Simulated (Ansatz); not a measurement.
```yaml
crystal:
  periodic: [false, false, false]
  atoms:
    - {symbol: Au, position_ang: [-0.327139, 2.565198, 1.408984]}
    - {symbol: Au, position_ang: [0.753213, -2.764941, -4.330279]}
    - {symbol: Au, position_ang: [1.231654, 0.031559, 1.680309]}
    - {symbol: Au, position_ang: [0.237495, -1.403197, -0.916825]}
    - {symbol: Au, position_ang: [-1.734513, -0.052977, 1.114199]}
    - {symbol: Cl, position_ang: [-0.190573, -2.005993, 1.358739]}
    - {symbol: Cl, position_ang: [2.006716, 2.263903, 1.848896]}
    - {symbol: Cl, position_ang: [0.662208, -0.764506, -3.127021]}
    - {symbol: Cl, position_ang: [-2.639060, 2.130954, 0.962998]}
basis:
  gaussian: {orbitals: def2-TZVP, initial_orbitals: start.molden}
total_charge: 1
hamiltonian: {xc: {name: wB97X-V}}
scf: {omitted_lower_state_checks: [starts]}
output: {orbitals: {seedname: orbitals}}
```

The file start.molden holds the orbitals of an earlier run on this structure, at another level or in another basis.

```sh
$ ansatz run in.yaml --threads 4 --pin off --events-out ev --progress --plain --max-ram 4787MiB
```

Problem. Does this run fit into the memory that it is given?

Solution. No. It has 348 basis functions, and Ansatz plans for 6 GiB where 5 GiB are given.
